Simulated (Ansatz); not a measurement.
Problem. Name a neutral molecule of B, C, Ge and H with HOMO energy (PBE0/def2-TZVPP) between -7.65 and -7.35 eV and LUMO energy (B3LYP/def2-TZVPP) between -2.10 and -1.80 eV (Ansatz, PBE0-D4/def2-TZVP geometry).

Solution. `[BH]1C=[CH][GeH2]1` (-7.49 eV, -1.95 eV); `C[BH][GeH2][CH3]` (-7.54 eV, -1.88 eV). Other molecules can fit too; these were computed, each in one conformer that needn't be the lowest.

B3LYP here is the variant with VWN-RPA as its local correlation; programs differ in this.
